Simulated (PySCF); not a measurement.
## Basis and Hamiltonian dependence of the excitation energy of Al

Al [Ne] 3s2 3p1 (2P) → Al [Ne] 3s1 3p2 (4P). Calculated with PySCF 2.14 from differences of total energies of unrestricted determinants, without spin-orbit coupling. Values in eV.

```csv
basis,Hamiltonian,functions,UHF,LDA,PBE0,MP2 (valence),CCSD(T) (valence),CCSD(T) (valence and next inner shell)
aug-cc-pVDZ-DK,spin-free X2C,27,2.447,3.710,3.480,3.086,3.431,n/a
aug-cc-pwCVDZ,non-relativistic,36,2.415,3.672,3.451,3.063,3.408,3.523
aug-cc-pVTZ-DK,spin-free X2C,50,2.439,3.703,3.479,3.171,3.465,n/a
"x2c-TZVPPall with one added diffuse shell each of s, p, d type",spin-free X2C,51,2.437,3.706,3.477,3.163,3.459,3.565
aug-cc-pV(T+d)Z,non-relativistic,55,2.410,3.671,3.449,3.143,3.439,n/a
x2c-QZVPPall,spin-free X2C,70,2.416,3.694,3.464,3.198,3.465,3.585
aug-cc-pCVTZ-DK,spin-free X2C,75,2.437,3.708,3.479,3.175,3.467,3.567
def2-QZVPPD,non-relativistic,76,2.387,3.663,3.434,3.170,3.438,3.557
dyall-av3z,non-relativistic,84,2.387,3.662,3.436,3.139,3.428,n/a
dyall-av3z,spin-free X2C,84,2.416,3.693,3.467,3.168,3.455,n/a
aug-cc-pV(Q+d)Z,non-relativistic,89,2.390,3.667,3.437,3.169,3.437,n/a
"aug-cc-pCVTZ-DK with one added diffuse shell each of s, p, d, f type",spin-free X2C,91,2.437,3.708,3.479,3.175,3.467,3.567
dyall-acv3z,spin-free X2C,113,2.416,3.693,3.466,3.174,3.458,n/a
"aug-cc-pV(Q+d)Z with one added diffuse shell each of s, p, d, f, g type",non-relativistic,114,2.390,3.667,3.437,3.169,n/a,n/a
```

Frozen in the all-electron rows: valence: [Ne]; valence and next inner shell: 1s2.

Reference for a calculation without spin-orbit coupling: 3.598 eV (measured, between term centres; NIST).
